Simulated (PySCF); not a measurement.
PySCF run on YS⁻

The script input.py:

```python
from pyscf import gto, scf, mp

mol = gto.M(
    atom='Y 0 0 0; S 0 0 2.295',
    basis='lanl2dz',
    ecp={'Y': 'lanl2dz', 'S': 'lanl2dz'},
    charge=-1,
    spin=0,
    symmetry=True,
    verbose=4,
)
mf = scf.RHF(mol)
mf.kernel()
mp.MP2(mf).kernel()
mf.dip_moment()
print('orbital energies (hartree):', mf.mo_energy[..., max(0, mol.nelec[1]-3):mol.nelec[0]+3].round(4))
```

```bash
$ python input.py
```

Output (some set-up lines removed):

```
PySCF version 2.14.0

[INPUT] Symbol           X                Y                Z      unit          X                Y                Z       unit  Magmom
[INPUT]  1 Y      0.000000000000   0.000000000000   0.000000000000 AA    0.000000000000   0.000000000000   0.000000000000 Bohr   0.0
[INPUT]  2 S      0.000000000000   0.000000000000   2.295000000000 AA    0.000000000000   0.000000000000   4.336921455877 Bohr   0.0

nuclear repulsion = 15.2181681571765
point group symmetry = Coov
symmetry origin: [0.         0.         1.26164988]
symmetry axis x: [1. 0. 0.]
symmetry axis y: [0. 1. 0.]
symmetry axis z: [0. 0. 1.]
num. orbitals of irrep A1 = 12
num. orbitals of irrep E1x = 7
num. orbitals of irrep E1y = 7
num. orbitals of irrep E2x = 2
num. orbitals of irrep E2y = 2
number of shells = 11
number of NR pGTOs = 55
number of NR cGTOs = 30
basis = lanl2dz
ecp = {'Y': 'lanl2dz', 'S': 'lanl2dz'}

******** <class 'pyscf.scf.hf_symm.SymAdaptedRHF'> ********
method = SymAdaptedRHF
initial guess = minao
damping factor = 0
level_shift factor = 0
DIIS = <class 'pyscf.scf.diis.CDIIS'>
SCF conv_tol = 1e-09
SCF max_cycles = 50
Freeze 0 electrons in irreps []
    18 free electrons in irreps A1 E1x E1y E2x E2y
Initial guess from minao.
init E= -47.9864043271706
HOMO (A1) = 0.019067489155185  LUMO (E1y) = 0.0438306262435143  gap/eV = 0.67384
cycle= 1 E= -47.3581037338979  delta_E= 0.628  |g|= 0.405  |ddm|= 4.18
HOMO (A1) = -0.1010464394572  LUMO (E1y) = 0.106913078276439  gap/eV = 5.65887
cycle= 2 E= -47.4542279687903  delta_E= -0.0961  |g|= 0.163  |ddm|= 1.48
HOMO (A1) = -0.0540025256455015  LUMO (E1y) = 0.142516288554942  gap/eV = 5.34755
cycle= 3 E= -47.465269297663  delta_E= -0.011  |g|= 0.0562  |ddm|= 0.28
HOMO (A1) = -0.0504114000816096  LUMO (E1y) = 0.144491241595887  gap/eV = 5.30357
cycle= 4 E= -47.4669446054504  delta_E= -0.00168  |g|= 0.0115  |ddm|= 0.11
HOMO (A1) = -0.0493848490690323  LUMO (E1y) = 0.144629959643194  gap/eV = 5.27941
cycle= 5 E= -47.4672034976283  delta_E= -0.000259  |g|= 0.0046  |ddm|= 0.0475
HOMO (A1) = -0.0490725625890911  LUMO (E1y) = 0.144591674695942  gap/eV = 5.26987
cycle= 6 E= -47.4672526634524  delta_E= -4.92e-05  |g|= 0.00132  |ddm|= 0.0276
HOMO (A1) = -0.0490301312044794  LUMO (E1y) = 0.144609107402595  gap/eV = 5.26919
cycle= 7 E= -47.4672575043674  delta_E= -4.84e-06  |g|= 0.00049  |ddm|= 0.00916
HOMO (A1) = -0.0490774595872399  LUMO (E1y) = 0.144603755505925  gap/eV = 5.27033
cycle= 8 E= -47.4672582226932  delta_E= -7.18e-07  |g|= 0.000117  |ddm|= 0.00338
HOMO (A1) = -0.0490831650023136  LUMO (E1y) = 0.144610258340345  gap/eV = 5.27067
cycle= 9 E= -47.4672582612736  delta_E= -3.86e-08  |g|= 1.5e-05  |ddm|= 0.000879
HOMO (A1) = -0.0490847462522943  LUMO (E1y) = 0.144611235122706  gap/eV = 5.27074
cycle= 10 E= -47.4672582616865  delta_E= -4.13e-10  |g|= 3.07e-06  |ddm|= 0.000135
HOMO (A1) = -0.0490842312492936  LUMO (E1y) = 0.14461170493503  gap/eV = 5.27073
Extra cycle  E= -47.467258261702  delta_E= -1.55e-11  |g|= 1.2e-06  |ddm|= 2.41e-05
converged SCF energy = -47.467258261702

******** <class 'pyscf.mp.mp2.RMP2'> ********
nocc = 9, nmo = 30
E(RMP2) = -47.6266994415596  E_corr = -0.159441179857619
E(SCS-RMP2) = -47.6198958894121  E_corr = -0.152637627710143
E_corr(same-spin) = -0.0446443709065381
E_corr(oppo-spin) = -0.114796808951081

WARN: System has nonzero charge -1; the dipole moment is origin-dependent.
Location of origin: [0. 0. 0.]

Dipole moment(X, Y, Z, Debye):  0.00000,  0.00000, -6.30103
orbital energies (hartree): [-0.1511 -0.1511 -0.0491  0.1446  0.1446  0.1651]
```

In short: E(SCF) = -47.467258 Eh, 10 cycles, E(MP2) − E(SCF) = -0.15944 Eh.

Wall time 1.6 s on one thread of a shared host.

The basis has no diffuse functions, which an anion needs. Stability towards an unrestricted solution was not tested. The bond length is a typed value, not an optimised one. The dipole of an ion depends on the origin.
